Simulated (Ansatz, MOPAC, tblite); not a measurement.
Dissociation curve of ClLi, singlet.

Computed with: PM6, restricted, heats of formation (MOPAC); RMP2 = MP2 on RHF/cc-pVDZ, frozen core (Ansatz, an electronic-structure program); UKS-PBE0 = unrestricted PBE0/cc-pVDZ in Ansatz; GFN2-xTB, 300 K electronic temperature (tblite).

Energies are in mEh, each relative to the lowest point of its own curve between 1.67 and 2.50 Å, where full CI is lowest.

```tsv
R / Å	PM6	RMP2	UKS-PBE0	GFN2-xTB
1.67	38.8	46.8	42.8	22.6
1.80	13.9	18.0	15.7	4.9
1.89	5.0	7.4	(withheld)	0.4
2.01	0.2	(withheld)	0.5	0.0
2.07	0.0	0.0	0.0	1.4
2.19	2.6	(withheld)	2.1	5.9
2.24	4.5	3.1	(withheld)	(withheld)
2.34	9.4	7.4	8.6	13.6
2.39	12.3	10.1	11.3	16.4
2.50	19.2	16.7	18.0	(withheld)
2.62	27.2	24.7	26.0	29.9
2.71	33.4	31.0	32.2	35.2
2.92	47.4	45.9	46.6	46.8
3.09	57.8	57.6	57.8	55.9
3.36	72.2	75.1	74.2	69.3
3.68	85.9	93.6	91.3	83.0
4.08	99.5	113.3	108.8	96.9
4.51	110.9	130.5	121.7	—
5.09	123.2	148.6	132.1	—
5.71	133.7	163.1	138.7	—
6.73	146.9	179.7	144.6	—
7.78	157.0	188.9	147.8	—
```

**Question.** Complete the blanks.

**Answer.** 
- 1.89, UKS-PBE0: 6.0
- 2.01, RMP2: 0.9
- 2.19, RMP2: 1.5
- 2.24, UKS-PBE0: 3.9
- 2.24, GFN2-xTB: 8.3
- 2.50, GFN2-xTB: 22.8

A dash means that the run gave no value there, or that the column was ended at a point which the program doubted or which failed a test of continuity chosen for this set; such a test can also cut sound points.

The restricted form behind PM6, RMP2 keeps the bonding electrons paired and can't separate into open-shell fragments. The T1 diagnostic of CCSD on the restricted reference of RMP2 exceeds 0.045 at 5.09 to 7.78 Å. The unrestricted determinant behind UKS-PBE0 is spin-contaminated at 4.08 to 7.78 Å (<S²> up to 0.6, against 0.00 for a pure singlet).
